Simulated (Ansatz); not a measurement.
C2H (SMILES [C-]#C), charge -1, singlet, geometry from GFN2-xTB (a gas-phase anion, which may not be bound at this level). Base run: B3LYP/aug-cc-pVDZ (Ansatz, a first-principles code).

Geometry (Å):
```xyz
3

C      0.0000     0.0000    -0.4800
C      0.0000     0.0000     0.7461
H      0.0000     0.0000    -1.5966
```
Charge -1, spin multiplicity 1.
All else is at Ansatz's defaults.
Base energy -76.72936 Eh.

The base run was repeated with changes; each row names its change, and settings that it needs were set with it.

```csv
change,ΔE vs base (mEh)
base,0.000
fitting.mean_field = def2-universal-JKFIT,-0.010
"final_grid = 6, 12, 29",0.002
lower_state_search = full,0.000
lower_state_search = light,0.000
fitting.mean_field = cc-pVTZ-JKFIT,-0.090
lower_state_search = off,0.000
nuclear_model = gaussian,0.007
"point_charge = charge:0.5 position_ang:0.6588, -4.1374, -0.4674",-62.298
"final_grid = 10, 20, 41",0.000
forces = on,0.000
```

A gas-phase anion may not be bound at this level; its values then depend on the basis.
